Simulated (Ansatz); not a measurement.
A nudged elastic band was laid between two geometries of a periodic cell of 17 atoms, Rh16Se (surface Rh(110), adsorbate Se).

All numbers below come from DFT PBE-D3(BJ), scalar-relativistic, plane waves, PAW in Ansatz. Settings: cutoff 420 eV, k mesh 2x3x1, gaussian smearing 0.05 eV, no spin polarisation.

```
movable images  : 7
climbing image  : yes
spring          : 5.0 eV/Å²
optimiser       : quadratic models (default)
start path      : IDPP
force threshold : 0.05 eV/Å
iteration limit : 29
end points      : relaxed
atoms held      : 1 to 4
```

First end point:

```xyz
17
Lattice="7.6000 0.0000 0.0000 0.0000 5.3740 0.0000 0.0000 0.0000 17.0305" Properties=species:S:1:pos:R:3
Rh 1.900 1.344 1.000
Rh 5.700 1.344 1.000
Rh 1.900 4.031 1.000
Rh 5.700 4.031 1.000
Rh -0.011 0.007 2.201
Rh 3.810 0.007 2.202
Rh -0.011 2.681 2.200
Rh 3.811 2.681 2.201
Rh 1.900 1.345 3.676
Rh 5.700 1.343 3.632
Rh 1.900 4.031 3.525
Rh 5.700 4.031 3.684
Rh -0.003 0.013 4.885
Rh 3.804 0.014 4.885
Rh -0.003 2.675 4.886
Rh 3.805 2.674 4.885
Se 1.901 4.027 6.008
```

Last end point:

Only the atoms that move by more than 0.05 Å are listed.
```
Rh9 1.900 1.344 3.525
Rh10 5.700 1.344 3.684
Rh11 1.900 4.032 3.676
Rh12 5.700 4.030 3.632
Se17 1.901 6.714 6.008
```

(1) Which bonds break or form, and what moves?

(2) What energy profile does the band end with?

(3) What is the geometry of the highest image?

Answers

(1) Contacts lost: Rh11–Se17. Contacts made: Rh9–Se17. The atom that moves furthest is Se17, by 2.69 Å.

(2) It converged. The highest image is number 4 of 0 to 8, 0.49 eV above the ends, which have the same energy within 2 meV. By the program's own check the climbing image is a first-order saddle point (lowest curvatures found: -0.16 and 1.36 eV/Å²). Limits of this set-up: coarse k mesh, thin slab, slab without dipole correction.

```tsv
image	path coordinate (Å)	energy (eV)	Rh11–Se17 (Å)	Rh9–Se17 (Å)
0	0.00	0.00	2.48	3.55
1	0.38	0.08	2.46	3.31
2	0.76	0.26	2.46	3.07
3	1.14	0.44	2.47	2.80
4	1.52	0.49	2.53	2.53
5	1.90	0.44	2.80	2.47
6	2.27	0.26	3.07	2.46
7	2.65	0.08	3.31	2.46
8	3.03	0.00	3.55	2.48
```

(3) 
```xyz
17
Lattice="7.6000 0.0000 0.0000 0.0000 5.3740 0.0000 0.0000 0.0000 17.0305" Properties=species:S:1:pos:R:3
Rh 1.900 1.344 1.000
Rh 5.700 1.344 1.000
Rh 1.900 4.031 1.000
Rh 5.700 4.031 1.000
Rh 0.040 0.000 2.170
Rh 3.760 0.000 2.170
Rh 0.071 2.687 2.298
Rh 3.729 2.687 2.298
Rh 1.900 1.359 3.737
Rh 5.700 1.348 3.492
Rh 1.900 4.015 3.737
Rh 5.700 4.026 3.492
Rh -0.273 0.000 4.944
Rh 4.073 0.000 4.944
Rh -0.185 2.687 4.898
Rh 3.985 2.687 4.898
Se 1.900 5.374 5.872
```

Run time: 26 min on 4 threads of Arm Neoverse V2 (shared host), peak memory 5.3 GiB.
